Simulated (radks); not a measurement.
Excited configurations of the beryllium ion Be+: one electron is placed in a higher orbital outside [He]. The ground configuration is [He] 2s1. Method: Dirac Kohn-Sham, BLYP, spin-unpolarised, spherical densities, finite nucleus; open shells fill j = l - 1/2 first; Fermi nuclear charge, rms radius 2.519 fm; computed with a radial shooting solver on a logarithmic mesh with Libxc functionals. Excitation = E - E(ground); binding = E(ion) - E, where the ion is the core of charge +2; n* = 2/sqrt(2 binding) in atomic units, and the quantum defect is n - n*.

| outer orbital | excitation (eV) | binding (eV) | n* | quantum defect | eigenvalue (eV) | <r> (bohr) |
|---|---|---|---|---|---|---|
| 3p1/2 | 11.404 | 6.686 | 2.853 | 0.147 | -4.990 | 5.722 |
| 4d3/2 | 14.502 | 3.588 | 3.895 | 0.105 | -2.685 | 10.06 |
| 6d3/2 | 16.347 | 1.743 | 5.588 | 0.412 | -1.366 | 23.14 |

Estimate the row for 4s1/2.

Answer. excitation (eV) 13.829; binding (eV) 4.261; n* 3.574; quantum defect 0.426; eigenvalue (eV) -3.320; <r> (bohr) 9.818. The Delta-SCF ionisation energy is 18.090 eV (NIST Atomic Spectra Database: 18.211 eV, measured). Self-interaction in the functional shifts the binding energies and quantum defects, so they are the method's values and not measured ones. Spin polarisation and multiplet splitting are left out, so open shells lie too high by an amount that depends on their filling.

Beside tabulated values, note that spin-unpolarised runs miss the spin-polarisation part of the exchange energy of open shells.
